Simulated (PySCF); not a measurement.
**Structure from 2D NMR**

Compound of formula C4H9ClF2Si. Correlations simulated from computed shifts and the bond graph:

HSQC (one-bond C–H):
```
  δH    δC
0.25  -4.3
```

HMBC (two and three bonds, from the bond graph):
```
  δH           δC
0.25  148.3, -4.3
```

Carbons without hydrogens: δ 148.3.

Computational details: σ from GIAO-B97-2/pcSseg-2, geometry from PBE0-D3(BJ)/def2-TZVP, in PySCF 2.14 (one conformer, non-relativistic Hamiltonian, equivalent nuclei averaged, in vacuum).

Scale: TMS for 1H and 13C (reference shieldings calculated alike).

Exchangeable hydrogens are left out of these lists.

Q: Which molecule is this?

A: TMS-CClF2 (C[Si](C)(C)C(F)(F)Cl).

Atom-mapped SMILES (the numbers label the heavy atoms): `[CH3:1][Si:2]([CH3:3])([CH3:4])[C:5]([F:6])([F:7])[Cl:8]` (H(Xn): hydrogen on atom n).

δC 148.3 is C5, a fully substituted sp3 carbon bonded to Cl and 2 F and Si. δC -4.3 is C1/C3/C4, a methyl carbon bonded to Si (δH 0.25). HMBC from δH 0.25 reaches the proton-free carbon C5.

This is the structure that produced the data.

Carbons that carry Cl, above all several Cl atoms, come out too deshielded, partly because spin–orbit coupling is missing. Shifts are as computed. Against solution values, carbons near 30 ppm lie about +3 ppm off and those near 130 ppm about +7 ppm; carbons on Cl a further +5 ppm. Of 1309 compounds with measured shifts, 239 miss one by over three times the rms of a fit or turn the order of signals round; such compounds aren't used in these exercises.
